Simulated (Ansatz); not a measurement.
C3H9O2Si (SMILES CCO[SiH](C)[O]), doublet, at a GFN2-xTB geometry; Ansatz (an electronic-structure program) with R2SCAN/6-31G.

Here is a job for Ansatz.
Ansatz 0.2 input:
```yaml
crystal:
  periodic: [false, false, false]
  atoms:
    - {symbol: C, position_ang: [2.47317110, -0.07857277, 0.06347338]}
    - {symbol: C, position_ang: [1.51180906, 0.84503276, -0.66958984]}
    - {symbol: O, position_ang: [0.28004545, 0.94346307, -0.03396095]}
    - {symbol: Si, position_ang: [-0.73283411, -0.23537493, 0.47623433]}
    - {symbol: C, position_ang: [-2.37454732, 0.32652103, -0.51431943]}
    - {symbol: O, position_ang: [-0.50364132, -1.73002408, 0.28694398]}
    - {symbol: H, position_ang: [2.04950099, -1.07721851, 0.11589481]}
    - {symbol: H, position_ang: [3.42606103, -0.11349232, -0.45692720]}
    - {symbol: H, position_ang: [2.62995402, 0.28215861, 1.07704234]}
    - {symbol: H, position_ang: [1.36052616, 0.47102324, -1.69124301]}
    - {symbol: H, position_ang: [1.92229512, 1.86064461, -0.73387580]}
    - {symbol: H, position_ang: [-1.11910659, 0.41172286, 1.74129133]}
    - {symbol: H, position_ang: [-3.19347677, -0.18698076, -0.04007009]}
    - {symbol: H, position_ang: [-2.22287851, -0.01621718, -1.52496522]}
    - {symbol: H, position_ang: [-2.46702827, 1.39821026, -0.45567658]}
basis:
  gaussian:
    orbitals: 6-31G
    fitting: {mean_field: cc-pVTZ-JKFIT}
hamiltonian:
  xc: r2scan
magnetization: {spin_polarized: true, initial_magnetization: 1}
```

Output, abridged:

```
Functional definition: r2SCAN
786 factors; integrals over basis functions are off by at most 3.3e-3 eV
mean field evaluation 1: about -15204.7934 eV, gradient 5.9e1 eV
mean field evaluation 2: about -15129.5393 eV, gradient 1.3e2 eV
mean field evaluation 4: about -15218.2788 eV, gradient 2.0e1 eV
mean field evaluation 8: about -15219.8594 eV, gradient 5.4e-1 eV
mean field evaluation 16: about -15219.8621 eV, gradient 1.2e-3 eV
mean field evaluation 32: about -15219.6246 eV, gradient 3.0e0 eV
mean field -15219.86213334 eV, -559.3196170073 hartree, gradient 3.7e-5 eV, S^2 0.759376; 4 other end points of the search recorded, 0 dependent functions left out
reference -15219.86214430 eV, -559.3196174099 hartree; 29, 28 occupied and 47, 48 virtual orbitals, 786 factors
Total energy: -15219.86214430 eV, -559.3196174099 hartree
```
